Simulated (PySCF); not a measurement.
Isomers of C6H10Si, mass 110.055 u with the commonest isotopes. Computed with PBE0/def2-SVPD in PySCF (dipole) on a GFN2-xTB geometry, gas phase. One conformer each, none proved a minimum here; rigid rotors.

Question: Order these by rotational constant C, smallest first.
A. `[CH2:1]=[CH:2][C@@H:3]1[SiH2:4][C@H:5]1[CH:6]=[CH2:7]` with C1–C2–C3–Si4 48°, Si4–C5–C6–C7 47°
B. `[CH3:1][C:2]#[C:3][CH:4]1[CH2:5][SiH2:6][CH2:7]1` with C3–C4–C5–Si6 132°, C4–C5–Si6–C7 -9°, C5–Si6–C7–C4 9°, C3–C4–C7–Si6 -132°
C. `[CH2:1]=[CH:2][SiH:3]([CH:4]=[CH2:5])[CH:6]=[CH2:7]` with C1–C2–Si3–C4 107°, C2–Si3–C4–C5 -10°, C2–Si3–C6–C7 109°
D. `C=C(C)C#CC[SiH3]`

Answer: D (751.5 MHz), B (907.6 MHz), A (1258 MHz), C (1293 MHz).

Question: Order these by radius of gyration √(Σ m r²/M), smallest first.
A. `C(#CC[SiH3])C(C)=C`
B. `C=C1C=C(C)[SiH2]C1`
C. `[CH3:1][C:2]#[C:3][CH:4]1[CH2:5][SiH2:6][CH2:7]1` with C3–C4–C5–Si6 132°, C4–C5–Si6–C7 -9°, C5–Si6–C7–C4 9°, C3–C4–C7–Si6 -132°
D. `[CH2:1]=[CH:2][C@@H:3]1[SiH2:4][C@H:5]1[CH:6]=[CH2:7]` with C1–C2–C3–Si4 48°, Si4–C5–C6–C7 47°

Answer: B (1.937 Å), D (1.998 Å), C (2.304 Å), A (2.537 Å).

Question: Order these by out-of-plane moment Σ m c² = (Ia + Ib − Ic)/2, largest first.
A. `[CH2:1]=[CH:2][C@@H:3]1[SiH2:4][C@H:5]1[CH:6]=[CH2:7]` with C1–C2–C3–Si4 48°, Si4–C5–C6–C7 47°
B. `C1C(C=C([SiH2]1)C)=C`
C. `C=C(C)C#CC[SiH3]`
D. `[CH2:1]=[CH:2][SiH:3]([CH:4]=[CH2:5])[CH:6]=[CH2:7]` with C1–C2–Si3–C4 107°, C2–Si3–C4–C5 -10°, C2–Si3–C6–C7 109°
E. `[CH3:1][C:2]#[C:3][CH:4]1[CH2:5][SiH2:6][CH2:7]1` with C3–C4–C5–Si6 132°, C4–C5–Si6–C7 -9°, C5–Si6–C7–C4 9°, C3–C4–C7–Si6 -132°

Answer: D (54.00 u·Å²), A (37.57 u·Å²), C (35.75 u·Å²), E (27.42 u·Å²), B (5.99 u·Å²).

```
                   SMILES  point group  Ia (u·Å²)  Ib (u·Å²)  Ic (u·Å²)      κ  μa (D)  μb (D)  μc (D)
          CC#CC1C[SiH2]C1      near Cs      75.98     535.70     556.84  -0.99    0.32    0.00    0.11
         C=C(C)C#CC[SiH3]           C1      94.32     649.66     672.48  -0.99    0.41    0.48    0.22
C=C[C@@H]1[SiH2][C@H]1C=C           C2     143.02     333.77     401.66  -0.78    0.00    0.64    0.00
       C=C1C=C(C)[SiH2]C1           Cs     148.74     270.30     407.06  -0.42    0.33    0.11    0.00
         C=C[SiH](C=C)C=C      near C3     247.76     251.12     390.88   0.93    0.01    0.01    0.65
```
